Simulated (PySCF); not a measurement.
CH8FNSi2, SMILES C[Si@@H](F)N[SiH3].

Geometry optimised at PBE0-D3(BJ)/def2-SVP. The structure was generated by enumeration; whether it is a known compound was not checked. Other conformers were not sampled.

Two levels are set side by side: TDA-PBE/def2-SVPD (PySCF) and TDA-LC-ωPBE/def2-SVPD (PySCF). Vertical, same geometry. The lowest singlet is HOMO→LUMO 98 % with PBE and HOMO→LUMO 70 %, HOMO→LUMO+1 19 % with the other functional; states are paired by order. Differences are taken from unrounded values.

```json
[
 {"quantity": "lowest singlet excitation (eV)", "TDA-LC-ωPBE": "7.28"},
 {"quantity": "lowest triplet excitation (TDA) (eV)", "TDA-LC-ωPBE": "6.82"},
 {"quantity": "first bright state (f over 0.05) (eV)", "TDA-LC-ωPBE": "8.74"},
 {"quantity": "its oscillator strength", "TDA-LC-ωPBE": "0.10"}
]
```

Task: What does TDA-PBE give, and how far is it from TDA-LC-ωPBE? (An estimate is asked for; the answer gives what the named calculation found.)

Result: 
```
quantity                               TDA-PBE  TDA-PBE minus TDA-LC-ωPBE
-------------------------------------  -------  -------------------------
lowest singlet excitation (eV)            5.97                      -1.31
lowest triplet excitation (TDA) (eV)      5.68                      -1.13
first bright state (f over 0.05) (eV)     7.24                      -1.50
its oscillator strength                   0.09                       0.00
```

Functionals without exact exchange tend to place singlet excitations lower, as here. Differences between two approximate levels are no errors against the true value.

Rough cost on one machine, each run with all the roots and properties that it gave: TDA-LC-ωPBE against TDA-PBE about 4 times.
